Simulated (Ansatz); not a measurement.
`[OH][SnH]([F])[O][SiH3]` + H₂ → `[OH][SnH2][F]` + silanol  (hydrogenolysis of the Sn–O bond)

Isolated molecules relaxed with PBE0-D4/def2-TZVP in Ansatz; ΔE leaves out vibrations. CCSD(T)/CBS is the MP2 limit (def2-TZVPP, def2-QZVPP) plus CCSD(T) − MP2 in def2-TZVPP, frozen cores. This one scheme is used for every species. Functionals use def2-TZVPP. B3LYP here is the variant with VWN-RPA as its local correlation; programs differ in this. HSE06 is defined as in plane-wave codes. def2 core potentials past Kr. For Sn outer-core shells are correlated without core-valence functions, which leaves a few kJ/mol of doubt a bond. One conformer a species, not always the lowest.

```csv
level,ΔE (kcal/mol),difference from CCSD(T)/CBS
LDA (SPW92),2.8,-5.4
PBE-D4,5.3,-2.9
revPBE-D4,6.2,-2.0
BLYP-D4,7.4,-0.8
r2SCAN-D4,6.9,-1.3
B97M-V,5.3,-2.9
PBE0-D4,4.5,-3.7
B3LYP-D4,6.4,-1.8
r2SCANh-D4,6.4,-1.8
r2SCAN0-D4,5.6,-2.6
HSE06-D4,4.5,-3.7
CAM-B3LYP-D4,5.7,-2.5
ωB97X-V,6.2,-2.0
ωB97M-V,5.7,-2.5
PBE,3.6,-4.6
revPBE,3.3,-4.9
BLYP,4.1,-4.1
r2SCAN,6.4,-1.8
PBE0,2.9,-5.3
B3LYP,3.7,-4.5
r2SCANh,5.9,-2.3
r2SCAN0,5.0,-3.2
HSE06,3.0,-5.2
BHLYP,3.6,-4.6
CAM-B3LYP,4.1,-4.1
LC-ωPBE,4.0,-4.2
RPA@PBE/def2-TZVPP,6.5,-1.7
HF/def2-SVP,1.6,-6.6
MP2/def2-SVP,8.2,0.0
CCSD/def2-SVP,5.4,-2.8
CCSD(T)/def2-SVP,6.3,-1.9
MP2/def2-TZVPP,8.2,0.0
SCS-MP2/def2-TZVPP,7.6,-0.6
CCSD/def2-TZVPP,5.6,-2.6
CCSD(T)/def2-TZVPP,6.7,-1.5
HF/def2-QZVPP,4.1,-4.1
MP2/def2-QZVPP,9.3,1.1
HF/CBS(def2),4.2,-4.0
MP2/CBS(def2),9.7,1.5
CCSD/CBS(def2),7.1,-1.1
CCSD(T)/CBS,8.2,0
```

Largest T1 diagnostic among the species: 0.014.

At CCSD(T), def2-SVP lies −1.9 kcal/mol from the extrapolated value and def2-TZVPP −1.5 kcal/mol. The D4 term adds +2.7 kcal/mol with B3LYP and +1.5 kcal/mol with PBE0; it sums over pairs of atoms, weighted by their polarisabilities, and B3LYP, whose exchange is more repulsive, gets the larger term.

CCSD(T)/CBS has its own doubt, a few kJ/mol and more with outer-core shells, so smaller differences from it don't rank the levels.
